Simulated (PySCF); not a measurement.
Basis-set dependence of population analyses: `BN(B)BSC`

Compound: CH8B3NS.
Atom-mapped SMILES: `[BH2:1][N:2]([BH2:3])[BH:4][S:5][CH3:6]` (hydrogens: H7, H8 on B1; H9, H10 on B3; H11 on B4; H12, H13, H14 on C6)

PBE0 throughout (PySCF), one geometry, spherical d and f functions. Geometry: PBE0-D3(BJ)/def2-SVP, one conformer, isolated molecule. Atoms taken as equivalent share a column and are averaged. The first 7 of 8 kinds of atom are listed.

Mulliken charges (e):

```csv
basis,functions,B1/B3,N2,B4,S5,C6,H7/H8/H9/H10,H11
STO-3G,42,+0.211,-0.424,+0.121,+0.142,-0.310,-0.047,-0.046
6-31G,74,+0.298,-0.729,+0.203,+0.167,-0.744,-0.035,+0.003
pcSseg-0,74,+0.202,-0.953,+0.343,-0.069,-0.897,+0.051,+0.115
6-31G*,104,+0.123,-0.363,+0.143,+0.036,-0.688,-0.010,+0.011
cc-pVDZ,128,+0.007,+0.113,+0.052,-0.082,-0.188,-0.036,-0.028
def2-SVP,128,+0.076,-0.071,+0.072,-0.128,-0.161,-0.032,-0.011
aug-cc-pVDZ,214,-1.599,+0.284,-0.428,+0.106,+0.144,+0.728,+0.697
"6-311+G(2d,p)",218,+0.039,-0.264,+0.201,+0.088,-0.694,+0.005,+0.013
def2-TZVP,240,-0.070,+0.031,-0.011,-0.093,-0.355,+0.021,+0.029
cc-pVTZ,296,-0.072,+0.100,-0.027,-0.044,-0.289,+0.010,+0.003
IGLO-III,299,+0.276,-0.617,+0.313,+0.068,-0.505,-0.051,-0.083
```

IAO charges (e):

| basis | functions | B1/B3 | N2 | B4 | S5 | C6 | H7/H8/H9/H10 | H11 |
| --- | --- | --- | --- | --- | --- | --- | --- | --- |
| STO-3G | 42 | +0.101 | -0.363 | -0.013 | +0.221 | -0.474 | +0.001 | +0.004 |
| 6-31G | 74 | +0.081 | -0.355 | +0.007 | +0.105 | -0.511 | +0.014 | +0.020 |
| pcSseg-0 | 74 | +0.081 | -0.341 | +0.010 | +0.097 | -0.506 | +0.012 | +0.018 |
| 6-31G* | 104 | +0.105 | -0.376 | +0.027 | +0.118 | -0.495 | +0.005 | +0.011 |
| cc-pVDZ | 128 | +0.086 | -0.354 | +0.019 | +0.122 | -0.491 | +0.009 | +0.013 |
| def2-SVP | 128 | +0.096 | -0.355 | +0.019 | +0.128 | -0.482 | +0.005 | +0.009 |
| aug-cc-pVDZ | 214 | +0.087 | -0.358 | +0.021 | +0.117 | -0.499 | +0.010 | +0.014 |
| 6-311+G(2d,p) | 218 | +0.091 | -0.365 | +0.020 | +0.126 | -0.507 | +0.009 | +0.013 |
| def2-TZVP | 240 | +0.093 | -0.368 | +0.021 | +0.129 | -0.510 | +0.008 | +0.013 |
| cc-pVTZ | 296 | +0.092 | -0.368 | +0.024 | +0.123 | -0.508 | +0.009 | +0.013 |
| IGLO-III | 299 | +0.091 | -0.367 | +0.018 | +0.133 | -0.511 | +0.009 | +0.014 |

Some averages cover members that differ in this geometry, most widely: H7/H8/H9/H10, Mulliken in aug-cc-pVDZ +0.630 to +0.840; B1/B3, Mulliken in aug-cc-pVDZ -1.631 to -1.567; H7/H8/H9/H10, Mulliken in 6-31G -0.044 to -0.018 e.

Question: Which scheme is steadiest as the basis changes?

Answer: Largest range over the bases for any column: IAO 0.12 e, Mulliken 1.90 e. IAO charges move least and Mulliken charges most, counted in e. Without the minimal STO-3G basis the ranges are IAO 0.04, Mulliken 1.90 e.

Question: How much do the charges still move between the two largest bases, cc-pVTZ and IGLO-III?

Answer: At most, over all atoms: Mulliken 0.717 e, IAO 0.009 e.

Question: What do the same runs give for the total energy, the frontier levels and the dipole moment?

Answer: 
```json
{"basis": "STO-3G", "energy (Eh)": "-563.6677", "HOMO (eV)": "-4.88", "LUMO (eV)": "1.52", "μ (D)": "1.96"}
{"basis": "6-31G", "energy (Eh)": "-570.0396", "HOMO (eV)": "-7.47", "LUMO (eV)": "-1.22", "μ (D)": "1.94"}
{"basis": "pcSseg-0", "energy (Eh)": "-569.2905", "HOMO (eV)": "-7.74", "LUMO (eV)": "-1.46", "μ (D)": "1.93"}
{"basis": "6-31G*", "energy (Eh)": "-570.1100", "HOMO (eV)": "-7.38", "LUMO (eV)": "-1.17", "μ (D)": "1.82"}
{"basis": "cc-pVDZ", "energy (Eh)": "-570.1401", "HOMO (eV)": "-7.41", "LUMO (eV)": "-1.38", "μ (D)": "1.82"}
{"basis": "def2-SVP", "energy (Eh)": "-569.8817", "HOMO (eV)": "-7.44", "LUMO (eV)": "-1.39", "μ (D)": "1.85"}
{"basis": "aug-cc-pVDZ", "energy (Eh)": "-570.1495", "HOMO (eV)": "-7.48", "LUMO (eV)": "-1.51", "μ (D)": "1.81"}
{"basis": "6-311+G(2d,p)", "energy (Eh)": "-570.1893", "HOMO (eV)": "-7.47", "LUMO (eV)": "-1.50", "μ (D)": "1.82"}
{"basis": "def2-TZVP", "energy (Eh)": "-570.2031", "HOMO (eV)": "-7.47", "LUMO (eV)": "-1.47", "μ (D)": "1.83"}
{"basis": "cc-pVTZ", "energy (Eh)": "-570.2054", "HOMO (eV)": "-7.48", "LUMO (eV)": "-1.46", "μ (D)": "1.82"}
{"basis": "IGLO-III", "energy (Eh)": "-570.2075", "HOMO (eV)": "-7.45", "LUMO (eV)": "-1.49", "μ (D)": "1.81"}
```

The dipole is fixed by the density alone, so its range of 0.15 D shows that the density itself changes with the basis, not only its division among atoms.
